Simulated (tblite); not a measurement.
Compound: C₅H₁₀GaNSi.
SMILES with atom numbers: `[CH:1]#[C:2][Ga@@H-:3]([CH2:4][SiH3:5])[N+:6]#[C:7][CH3:8]` (hydrogens: H9 on C1; H10 on Ga3; H11, H12 on C4; H13, H14, H15 on Si5; H16, H17, H18 on C8)
Bond orders are those of one Lewis drawing.

Computed with GFN2-xTB (tblite), gas phase: L-BFGS steps from a force-field or distance-geometry start until the largest atomic force falls under 0.01 eV/Å.

Step 18: E = -585.6836 eV
```
atom  x, y, z in Å  |  force x, y, z in eV/Å
C1     -2.1251    1.6324    2.3868   -0.107   0.104   0.053
C2     -1.3743    0.7912    1.9535    0.067  -0.075  -0.057
Ga3    -0.5526   -0.8399    1.2611    0.039  -0.057  -0.021
C4     -1.4122   -1.6712   -0.3678    0.003  -0.004  -0.066
Si5    -1.6423   -0.4056   -1.7595    0.040  -0.009   0.023
N6      1.2367   -0.0277    0.5592   -0.061  -0.007  -0.014
C7      2.2056    0.4110    0.1305    0.045   0.019  -0.025
C8      3.4167    0.9493   -0.4014   -0.080  -0.037   0.037
H9     -2.7527    2.3934    2.7644    0.038   0.030   0.012
H10     0.1518   -1.7009    2.3560    0.024   0.012  -0.030
H11    -2.4042   -2.0471   -0.0874    0.002   0.007   0.033
H12    -0.8567   -2.5389   -0.7417    0.048   0.016   0.023
H13    -0.3318    0.0486   -2.2680    0.027  -0.014   0.017
H14    -2.3566   -1.0140   -2.8874   -0.020  -0.034  -0.038
H15    -2.3852    0.7672   -1.3027   -0.033   0.056   0.027
H16     3.6479    1.8875    0.1061   -0.001  -0.044  -0.030
H17     3.2970    1.1332   -1.4710    0.000  -0.012   0.067
H18     4.2292    0.2378   -0.2421   -0.032   0.047  -0.011
```

Step 19: E = -585.6851 eV
```
atom  x, y, z in Å  |  force x, y, z in eV/Å
C1     -2.1225    1.6320    2.3868   -0.095   0.089   0.043
C2     -1.3745    0.7881    1.9538    0.055  -0.047  -0.051
Ga3    -0.5539   -0.8389    1.2570    0.057  -0.089   0.001
C4     -1.4147   -1.6714   -0.3714    0.026  -0.001  -0.023
Si5    -1.6429   -0.4035   -1.7612    0.051  -0.022   0.035
N6      1.2327   -0.0289    0.5587   -0.053   0.001  -0.021
C7      2.2029    0.4095    0.1327    0.036   0.018  -0.017
C8      3.4134    0.9479   -0.3989   -0.067  -0.031   0.027
H9     -2.7477    2.3944    2.7637    0.022   0.048   0.024
H10     0.1595   -1.6943    2.3539    0.007   0.013  -0.048
H11    -2.4058   -2.0486   -0.0875    0.027   0.000   0.008
H12    -0.8501   -2.5367   -0.7388    0.008   0.024   0.010
H13    -0.3291    0.0466   -2.2673    0.010  -0.011   0.020
H14    -2.3558   -1.0142   -2.8882   -0.027  -0.029  -0.049
H15    -2.3864    0.7685   -1.3014   -0.024   0.049   0.018
H16     3.6466    1.8863    0.1059   -0.008  -0.028  -0.013
H17     3.2923    1.1312   -1.4678   -0.003  -0.008   0.039
H18     4.2272    0.2384   -0.2416   -0.023   0.026  -0.003
```

Step 20: E = -585.6861 eV
```
atom  x, y, z in Å  |  force x, y, z in eV/Å
C1     -2.1210    1.6320    2.3869   -0.042   0.033   0.012
C2     -1.3748    0.7857    1.9536    0.011   0.006  -0.027
Ga3    -0.5535   -0.8395    1.2537    0.047  -0.076   0.016
C4     -1.4161   -1.6714   -0.3742    0.039   0.001   0.019
Si5    -1.6428   -0.4022   -1.7620    0.028  -0.018   0.023
N6      1.2290   -0.0296    0.5576   -0.042   0.008  -0.026
C7      2.2008    0.4083    0.1343   -0.002   0.003   0.002
C8      3.4101    0.9464   -0.3966   -0.032  -0.015   0.011
H9     -2.7436    2.3961    2.7636    0.013   0.056   0.030
H10     0.1649   -1.6891    2.3511    0.005   0.002  -0.048
H11    -2.4064   -2.0494   -0.0873    0.044  -0.006  -0.011
H12    -0.8448   -2.5346   -0.7362   -0.016   0.016  -0.007
H13    -0.3268    0.0448   -2.2664    0.001  -0.007   0.021
H14    -2.3556   -1.0149   -2.8894   -0.018  -0.015  -0.036
H15    -2.3877    0.7702   -1.3001   -0.005   0.025   0.004
H16     3.6455    1.8848    0.1056   -0.014  -0.006   0.009
H17     3.2887    1.1295   -1.4645   -0.010  -0.004   0.003
H18     4.2253    0.2393   -0.2414   -0.008  -0.002   0.006
```

**Question.** Estimate the geometry and energy of step 21. (The exact step hangs on the optimiser's Hessian estimate; all steps are aligned on step 20, rigid shifts and turns removed.)

**Answer.** E = -585.6868 eV, largest force 0.059 eV/Å
```
atom  x, y, z in Å  |  force x, y, z in eV/Å
C1     -2.1207    1.6322    2.3870    0.006  -0.015  -0.013
C2     -1.3750    0.7847    1.9532   -0.028   0.042  -0.007
Ga3    -0.5525   -0.8414    1.2522    0.024  -0.034   0.022
C4     -1.4162   -1.6714   -0.3753    0.039   0.004   0.039
Si5    -1.6423   -0.4018   -1.7621   -0.003  -0.008   0.004
N6      1.2263   -0.0298    0.5564   -0.033   0.010  -0.028
C7      2.1994    0.4077    0.1354   -0.035  -0.010   0.014
C8      3.4077    0.9453   -0.3951   -0.001   0.000  -0.001
H9     -2.7409    2.3982    2.7642    0.014   0.050   0.028
H10     0.1683   -1.6859    2.3486    0.012  -0.015  -0.034
H11    -2.4059   -2.0501   -0.0875    0.046  -0.009  -0.017
H12    -0.8420   -2.5330   -0.7350   -0.019   0.001  -0.021
H13    -0.3254    0.0436   -2.2655   -0.001  -0.004   0.020
H14    -2.3557   -1.0155   -2.8908   -0.003   0.000  -0.014
H15    -2.3885    0.7715   -1.2993    0.012   0.000  -0.007
H16     3.6445    1.8837    0.1055   -0.017   0.008   0.021
H17     3.2864    1.1284   -1.4625   -0.015  -0.001  -0.017
H18     4.2239    0.2398   -0.2411    0.000  -0.019   0.012
```

The energy changes by -0.0006 eV. The first-order estimate −F·Δx gives -0.0009 eV and the mean of the old and new forces, exact on a quadratic surface, -0.0006 eV. The step makes an angle of 61° with the force vector and moves no atom by more than 0.005 Å.

What follows is the cost of the whole relaxation. Time: 2.3 s wall. Hardware: one thread of an Arm Neoverse N1, shared host with 64 logical CPUs at a one-minute load of 57.
